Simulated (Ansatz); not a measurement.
A nudged elastic band was laid between two geometries of C$_{2}$H$_{11}$NOSi$_{2}$ (17 atoms, charge 0, multiplicity 1).

These are results of RKS PBE0-D4/cc-pVDZ in Ansatz, not measurements.

- movable images: 2
- climbing image: yes
- spring: 5.0 eV/Å²
- optimiser: quadratic models (default)
- start path: through a guess of the saddle point
- force threshold: 0.03 eV/Å
- iteration limit: 60
- end points: relaxed

Image 0:

```xyz
17
Properties=species:S:1:pos:R:3
C -2.603 -0.778 -0.949
C -1.378 -1.092 -0.091
Si 0.123 -0.057 -0.564
O -0.256 1.594 -0.462
Si 1.934 -0.126 0.941
N 2.354 1.609 0.933
H -2.873 0.287 -0.876
H -3.480 -1.369 -0.640
H -2.415 -0.996 -2.013
H -1.101 -2.159 -0.174
H -1.592 -0.908 0.976
H 0.528 -0.400 -1.975
H 0.428 2.030 0.081
H 3.078 -1.056 0.631
H 1.486 -0.415 2.345
H 2.852 1.936 1.760
H 2.896 1.901 0.119
```

Image 3:

```xyz
17
Properties=species:S:1:pos:R:3
C -2.509 -0.596 -0.713
C -1.237 -0.645 0.132
Si 0.329 -0.237 -0.850
O 0.135 1.239 -1.684
Si 2.202 -0.135 0.586
N 2.086 1.098 1.847
H -2.622 0.387 -1.197
H -3.412 -0.784 -0.112
H -2.481 -1.348 -1.517
H -1.100 -1.644 0.586
H -1.308 0.060 0.981
H 0.500 -1.236 -1.957
H 0.125 2.014 -1.111
H 3.443 0.185 -0.195
H 2.387 -1.460 1.272
H 1.266 1.043 2.448
H 2.178 2.059 1.523
```

(1) What changes between the two ends?

(2) Give the energies along the band, and the barrier.

Answers

(1) No bond is made or broken. The height of N6 over the plane of its neighbours goes from 0.34 to -0.32 Å.

(2) The forces met the threshold. The highest image is number 3 of 0 to 3, 0.165 eV above the first end and 0.000 eV above the last; the last end lies 0.165 eV above the first. The highest image is an end point: on this band no image between the ends rises above it. So few images can step over the top or miss a turn of the path.

| image | path coordinate (Å) | energy (eV) | height of N6 over the plane of its neighbours (Å) |
| --- | --- | --- | --- |
| 0 | 0.00 | 0.000 | 0.34 |
| 1 | 1.20 | 0.022 | 0.34 |
| 2 | 2.39 | 0.165 | -0.21 |
| 3 | 5.04 | 0.165 | -0.32 |

The run took 4.9 min on 2 threads of AMD EPYC 7R13 Processor (Zen 3), on a shared host, peak memory 0.47 GiB.
